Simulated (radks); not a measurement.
Spherical quantum dot in the effective-mass picture: electrons in a hard-walled sphere of radius 6.99, all in effective atomic units (hartree* = m*/eps^2 hartree, bohr* = eps/m* bohr), one dielectric constant everywhere. Calculated with a radial shooting solver with Libxc functionals: non-relativistic Kohn-Sham, PBEsol, spin-polarised, spherical densities. Levels are named by radial order and angular momentum (1s, 1p, 1d, 2s, ...), and open shells are averaged over m. Results are scaled to m* = 0.296 and eps = 8.4, for which hartree* = 114.2 meV and bohr* = 1.502 nm.

N = 16, configuration 1s2 1p6 1d(up 5, down 3). This is the lowest configuration that the search found. Occupied levels:

level,occupation,eigenvalue (meV),<r> (nm)
1s up,1,327.45,7.423
1s down,1,329.00,7.404
1p up,3,332.78,7.581
1p down,3,334.38,7.568
1d up,5,342.56,7.749
1d down,3,344.20,7.741

Energy (meV): total 2869.13, kinetic 625.32, external 0, Hartree 2658.2, exchange-correlation -414.43.

Electron density:

r (nm),n(r) (e/nm^3)
0.571,0.00008113
1.09,0.0001043
1.61,0.0001498
2.14,0.0002288
2.66,0.0003579
3.18,0.0005620
3.70,0.0008694
4.22,0.001314
4.75,0.001924
5.27,0.002719
5.79,0.003675
6.31,0.004724
6.83,0.005699
7.36,0.006356
7.88,0.006398
8.40,0.005609
8.92,0.004028
9.44,0.002082
9.96,0.0005624
10.5,1.259e-06
